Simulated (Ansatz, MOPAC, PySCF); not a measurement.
Complex: H2O (SMILES O) (first 3 atoms) with C4H6 (SMILES C=CC=C); geometry from B3LYP-D3(BJ)/def2-TZVP, rigid monomers moved along the line of their centres of mass till H2···C5 is 3.07 Å.
(charge 0, multiplicity 1):
```xyz
13

O      0.01109    -0.48708    -0.14963
H     -0.72462    -0.57597     0.46703
H      0.73592    -0.17960     0.40665
C     -1.69789    -0.58629     3.52522
C     -0.73601     0.32993     3.39511
C      0.68442     0.03285     3.46571
C      1.64690     0.93792     3.27577
H     -1.46222    -1.62846     3.70721
H     -2.74500    -0.32320     3.46145
H     -1.00429     1.36656     3.21201
H      0.95244    -0.99888     3.67501
H      2.69410     0.67368     3.33290
H      1.41146     1.97455     3.06424
```

Counterpoise-corrected where a basis set is named; no monomer relaxation. Rows marked so take none.

Frozen-core correlation. Rows in 3-21G, 6-31G*, STO-3G carry no dispersion term and start afresh at each structure (6-31G* with six Cartesian d functions). MP2/6-31G* freezes PySCF's default core. The state that PM3 reach isn't checked.

The values were computed with Ansatz (Gaussian orbitals); MOPAC for PM3 (differences of heats of formation); PySCF for 3-21G rows, 6-31G* rows, STO-3G rows, the dispersion terms. Each number belongs to the level named beside it.

```
level                          interaction energy (kcal/mol)
-----------------------------  -----------------------------
PM3                                                    -0.94
HF/STO-3G (no counterpoise)                            -0.71
HF/6-31G* (no counterpoise)                            -2.72
PBE/def2-TZVPPD                                        -2.02
PBE-D4/def2-TZVPPD                                     -2.80
B3LYP/3-21G (no counterpoise)                          -3.29
B3LYP-D3(BJ)/def2-TZVPPD                               -2.82
MP2/6-31G* (no counterpoise)                               ?
SCS-MP2/aug-cc-pVDZ                                        ?
```

### Question
Some entries are withheld; supply them.

### Answer

- MP2/6-31G* (no counterpoise), interaction energy (kcal/mol): -3.39
- SCS-MP2/aug-cc-pVDZ, interaction energy (kcal/mol): -2.13

Ansatz is a first-principles code.
